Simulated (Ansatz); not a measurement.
Species: H$_{4}$NSn, SMILES `[NH2][SnH2]` (H–N–Sn–H torsion 59°) (charge 0, multiplicity 2).

Question: Give a relaxed geometry from B3LYP-D3(BJ)/def2-TZVP run with Ansatz (a first-principles code).

Answer: This is not unique; one that fits is the end point of this relaxation, one of several conformers (outside a Z-matrix the atoms follow the SMILES, hydrogens last).
Z-matrix (Å, degrees):
```
N
H 1 1.0128
H 1 1.0128 2 108.41
Sn 1 2.0582 2 115.94 3 132.42
H 4 1.7388 1 102.82 2 58.98
H 4 1.7388 5 108.99 1 -108.61
```
